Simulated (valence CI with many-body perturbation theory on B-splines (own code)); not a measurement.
## Hyperfine factors and g values of Re⁴²⁺

Computed by valence CI with perturbative core correlation (CI+MBPT): five valence electrons over a frozen Dirac-Fock core [Ar] 3d10, a basis of 11 s, 11 p, 10 d, 8 f, 5 g, 2 h functions for each j, with the one-electron correlation potential Σ1, the two-electron term Σ2, the three-electron term Σ3, Breit, model QED; selected CI, second order for the rest, scaled by the run's own slope (own B-spline code, finite nucleus).

The last digits are not significant, and no measured levels were compared; by estimate large intervals hold to a few tenths of a per cent, small ones and those within an open d or f shell to about a per cent. Among the levels kept, up to 2100 cm⁻¹ of a level comes from second order outside the variational space, and about a tenth of that is noise between levels of different J, which matters for small intervals.

A/g_I is the dipole constant over the nuclear g factor μ/I (μ in nuclear magnetons, uniformly magnetised nucleus), B/Q the quadrupole constant per barn. Both hold the static response of the core; the bare values leave it out. Large factors of s and p1/2 electrons are usually good to 5 to 10 %; those of open d and f shells near neutrality can be off by tens of per cent, and small factors of p3/2, d and f electrons come from cancelling terms and can be off by a factor of two or in sign, in half-filled shells by more. B is blank for J = 1/2, where it vanishes, and for nearly pure S terms. Energies count from the lowest level.

Levels are named by their leading jj configuration (3d3/2^4 stands for four electrons in 3d with j = 3/2), which in mixed levels can hold well under half, so a name can repeat and another be missing. Letters in brackets count levels of one name in rising energy.

```csv
Level,E (cm⁻¹),g,A/g_I (MHz),A/g_I bare,B/Q (MHz/b),B/Q bare
(4s^2 4p1/2^2 4p3/2) J=3/2,0,1.362,58400,56100,113000,110000
(4s^2 4p1/2 4p3/2^2) J=3/2,775160,1.456,-33300,-32800,13400,13000
(4s^2 4p1/2 4p3/2^2) J=5/2,820050,1.195,155000,150000,-260,-236
(4s^2 4p1/2 4p3/2^2) J=1/2,876570,0.659,533000,516000,,
(4s^2 4p1/2^2 4d3/2) J=3/2,1269800,0.787,26600,26700,16500,16300
(4s^2 4p1/2^2 4d5/2) J=5/2,1476100,1.277,87600,85300,2710,2910
(4s 4p1/2^2 4p3/2^2) J=5/2,1610700,1.404,289000,280000,46500,45100
(4s^2 4p3/2^3) J=3/2,1659800,1.304,61900,59500,-127000,-123000
(4s 4p1/2^2 4p3/2^2) J=1/2,1710400,2.108,1550000,1500000,,
(4s 4p1/2^2 4p3/2^2) J=3/2,1727000,1.172,-224000,-217000,-25300,-24500
(4s^2 4p1/2 4p3/2 4d3/2) J=5/2 [a],2040600,0.961,117000,114000,-16000,-15300
(4s^2 4p1/2 4p3/2 4d3/2) J=3/2 [a],2043200,0.913,104000,102000,-72200,-69800
(4s^2 4p1/2 4p3/2 4d3/2) J=1/2 [a],2045600,0.205,204000,200000,,
(4s^2 4p1/2 4p3/2 4d3/2) J=7/2,2085700,1.045,113000,110000,116000,113000
(4s^2 4p1/2 4p3/2 4d3/2) J=5/2 [b],2204800,1.204,7620,7670,104000,100000
(4s^2 4p1/2 4p3/2 4d5/2) J=7/2 [a],2215300,1.310,-25600,-24500,130000,126000
(4s^2 4p1/2 4p3/2 4d3/2) J=3/2 [b],2215300,1.197,22700,22000,11500,11000
(4s^2 4p1/2 4p3/2 4d3/2) J=1/2 [b],2222600,1.696,252000,242000,,
(4s^2 4p1/2 4p3/2 4d5/2) J=3/2 [a],2231300,1.436,21400,21200,-53200,-51500
(4s^2 4p1/2 4p3/2 4d5/2) J=5/2 [a],2259400,1.162,161000,157000,-90700,-87700
(4s^2 4p1/2 4p3/2 4d5/2) J=9/2,2265300,1.194,85000,82600,119000,116000
(4s^2 4p1/2 4p3/2 4d5/2) J=7/2 [b],2374000,1.113,97700,95000,11500,11400
(4s^2 4p1/2 4p3/2 4d5/2) J=5/2 [b],2375700,1.235,-22600,-21600,19600,19300
(4s^2 4p1/2 4p3/2 4d5/2) J=3/2 [b],2387400,0.977,135000,131000,9400,9190
(4s^2 4p1/2 4p3/2 4d5/2) J=1/2,2396500,1.301,-227000,-218000,,
(4s 4p1/2 4p3/2^3) J=3/2 [a],2453100,1.412,219000,213000,-96000,-93000
(4s 4p1/2 4p3/2^3) J=5/2,2508300,1.276,397000,384000,-138000,-134000
(4s 4p1/2 4p3/2^3) J=1/2,2590700,1.303,-469000,-454000,,
(4s 4p1/2 4p3/2^3) J=3/2 [b],2592500,1.094,92700,89700,-2820,-2670
(4s 4p1/2^2 4p3/2 4d3/2) J=5/2 [a],2831600,1.237,207000,201000,47400,45800
(4s 4p1/2^2 4p3/2 4d3/2) J=3/2 [a],2841200,1.329,191000,185000,-3720,-3820
(4s 4p1/2^2 4p3/2 4d3/2) J=1/2 [a],2841900,2.500,869000,841000,,
(4s 4p1/2^2 4p3/2 4d3/2) J=7/2,2857200,1.270,232000,225000,107000,103000
(4s^2 4p1/2^2 4f5/2) J=5/2,2881200,0.916,36800,36200,7840,7290
(4s 4p1/2^2 4p3/2 4d3/2) J=3/2 [b],2942100,0.989,71700,69900,-67100,-64900
(4s^2 4p3/2^2 4d3/2) J=3/2 [a],2975600,1.181,42000,40600,-49800,-48500
(4s^2 4p3/2^2 4d3/2) J=1/2,2980200,1.566,66000,62100,,
(4s^2 4p1/2^2 4f7/2) J=7/2,2981100,1.200,53500,52500,-16100,-16300
(4s^2 4p3/2^2 4d3/2) J=5/2,2982200,1.191,62400,60600,-10000,-9820
(4s^2 4p3/2^2 4d3/2) J=7/2,2999400,1.136,47900,46700,23300,22900
```

(1) Take the isotope of mass number 187, with I = 5/2, μ = 3.209 μN and Q = 1.94 b. What is the hyperfine structure of (4s^2 4p1/2^2 4p3/2) J=3/2?

Answers

(1) From the table A = 75000 MHz, B = 220000 MHz. Shifts from the centre of gravity in MHz: F = 1: -240000, F = 2: -266000, F = 3: -140000, F = 4: 336000.
